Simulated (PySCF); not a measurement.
Problem. What does the PBE0-D3(BJ)/def2-SVP structure of `C/N=[CH]/[GeH2][C](F)(F)F` look like in three dimensions?

Solution. 
```
atom  x, y, z in Å
C1     2.769    0.104    0.144
N2     1.487   -0.515   -0.037
C3     0.526    0.176   -0.487
Ge4   -1.222   -0.665   -0.684
C5    -2.431    0.193    0.659
F6    -2.531    1.515    0.441
F7    -1.977    0.033    1.909
F8    -3.672   -0.309    0.617
H9     2.801    1.172   -0.149
H10    3.065    0.011    1.202
H11    3.524   -0.452   -0.435
H12    0.650    1.251   -0.752
H13   -1.144   -2.162   -0.381
H14   -1.853   -0.373   -2.056
```

Any rigid rotation of these coordinates is as good. Atoms count from 1 in this order. The C–N distances run from 1.266 Å (N2=C3, drawn double) to 1.436 Å (C1–N2, drawn single), a spread of 0.170 Å. The 2 C–Ge bonds span 1.950 Å (C3–Ge4, drawn single) to 2.000 Å (Ge4–C5, drawn single), a spread of 0.050 Å. All 3 C–F bonds measure 1.339 to 1.343 Å. Ge4 (germanium bonded to 2 C and 2 H) is distorted tetrahedral (angles from 105.7° to 112.5°).

Bonds between heavy atoms (Å): C1–N2 1.436, N2=C3 1.266, C3–Ge4 1.950, Ge4–C5 2.000, C5–F6 1.343, C5–F7 1.339, C5–F8 1.339.

Computed, not measured: PBE0-D3(BJ)/def2-SVP geometry optimisation, gas phase in PySCF 2.14.0.

Point group: C1 (no symmetry element, even within 0.4 Å). No PBE0-D3(BJ)/def2-SVP frequencies stand behind this structure, so it isn't proved a minimum. One conformer, not necessarily the lowest (N2–C3–Ge4–C5 112°).
